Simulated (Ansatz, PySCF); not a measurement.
Enthalpy of formation at 298 K: 8 cases among radicals of boron compounds, in kcal/mol, species as SMILES. Set-up: non-relativistic; valence correlation only; 6-311+G** with 5d, 6d on Na to Ar in Ansatz (a quantum-chemistry and plane-wave program); 6-31G* and kin with 6d, 5d where marked; UHF or UKS for open shells; spin-orbit terms left out; dispersion terms only where a functional's name holds one. Basis-set limits of correlation are two-point, X^-3; Hartree-Fock from the larger set (for Q and 5 zeta extrapolated as (X+1)exp(-9√X)). The bracket is a focal-point correction in the basis named. Ab initio and DFT rows: single points at B3LYP-D3(BJ) geometries (Ansatz), with unscaled harmonic terms from B3LYP/6-31G* (Ansatz) at its own minima, enthalpies of formation by atomisation with measured atoms.

Coupled cluster (Ansatz) is a level with limits of its own, used here on species with T1 under 0.025 (0.045 for open shells) and stable references: (a) RI-MP2/CBS(cc-pV(T+d)Z,cc-pV(Q+d)Z)+[CCSD(T)-MP2]/cc-pV(T+d)Z; (b) CCSD(T)/CBS(aug-cc-pV(T+d)Z,aug-cc-pV(Q+d)Z); (c) CCSD(T)/CBS(cc-pV(T+d)Z,cc-pV(Q+d)Z); (d) CCSD(T)/CBS(cc-pV(Q+d)Z,cc-pV(5+d)Z).

```csv
species,atoms,coupled cluster,difference of M06-2X/6-31G* (5d) (PySCF),difference of HF/STO-3G (Ansatz),difference of MP2/6-311+G** (Ansatz),difference of B3PW91/6-31G* (5d) (PySCF),difference of PBE/def2-TZVPD (Ansatz),difference of wB97X-V/def2-TZVPD (Ansatz)
[NH]B(Cl)Cl,5,-29.9 (d),-0.6,82.7,16.3,-1.1,-21.5,-5.5
O=[C]B(F)F,5,-168.0 (a),-11.2,190.8,7.7,-8.6,-34.2,-2.8
ClB([CH2])Cl,6,-32.3 (b),-5.7,24.6,14.4,-4.8,-16.5,-3.1
C[B]OC,10,-20.5 (c),-7.9,65.2,35.4,-6.1,-21.1,-2.3
[CH2]CB(O)O,11,-121.5 (c),2.2,155.4,38.1,6.8,-22.0,0.7
NB(C[CH2])N,13,-15.4 (c),5.0,160.9,58.6,5.0,-28.9,-7.0
CCB([NH])N,13,-0.7 (c),1.3,142.2,59.4,0.1,-29.6,-8.4
CB(N[CH2])C,14,-1.2 (c),-5.1,83.9,58.9,-6.5,-28.4,-6.7
```

```csv
level,cases,mean signed difference,mean absolute difference,median absolute difference,largest absolute difference
M06-2X/6-31G* (5d) (PySCF),8,-2.75,4.88,5.05,11.2
HF/STO-3G (Ansatz),8,113.21,113.21,113.05,190.8
MP2/6-311+G** (Ansatz),8,36.10,36.10,36.75,59.4
B3PW91/6-31G* (5d) (PySCF),8,-1.90,4.88,5.55,8.6
PBE/def2-TZVPD (Ansatz),8,-25.28,25.28,25.20,34.2
wB97X-V/def2-TZVPD (Ansatz),8,-4.39,4.56,4.30,8.4
```

M06-2X/6-31G* (5d) lies above in 3 of 8 cases and within 2 kcal/mol in 2; mean signed difference -2.75 kcal/mol, mean absolute 4.88 kcal/mol (6.35 over the 4 cases of up to 10 atoms, 3.40 over the larger). These figures hold for the species listed.

How the rows were picked: cases drawn at random among the computed members of the class with clean coupled-cluster diagnostics. The batch they came from held 47 cases of this property in the class: 0 with a tabulated value, 38 with clean coupled cluster alone, 9 with neither, which enter no statistics. The levels are drawn from those run on every case listed, the commonest habits more often. No case is left out for the size of its miss. Left out are saddle points of the reference geometry, anions that the best level run finds unbound, excited spin states, species near biochemistry, 298 K rows of species without real B3LYP wavenumbers, cases with under five habitual levels, runs that failed or that the program found above a lower state of the same kind, table entries that another table contradicts, and a share of species set aside by lot.
